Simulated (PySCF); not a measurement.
Sn(Br)2(OH)2, H2Br2O2Sn, SMILES [Sn]([OH])([Br])([OH])[Br] (PBE0/def2-SVP optimised geometry):

```
7

O     -1.196    -2.077    -1.658
Sn    -0.721    -1.148     0.000
O      1.246    -1.148     0.000
Br    -1.629    -2.347     1.958
Br    -1.628     1.148     0.000
H     -0.395    -2.342    -2.131
H      1.628    -0.711     0.771
```

Computed with PBE0/def2-TZVP, def2 effective core potentials past Kr in PySCF.

Problem. What are the frontier orbital energies and the dipole moment?

Solution. HOMO-2 -9.07 eV, HOMO-1 -8.92 eV, HOMO -8.79 eV, LUMO -2.84 eV, LUMO+1 -0.20 eV; dipole moment 1.69 D.

On the same geometry PBE/def2-TZVP, def2 effective core potentials past Kr (PySCF 2.14.0) gives HOMO-2 -7.71 eV, HOMO-1 -7.51 eV, HOMO -7.44 eV, LUMO -3.69 eV, LUMO+1 -1.00 eV; dipole moment 1.66 D.
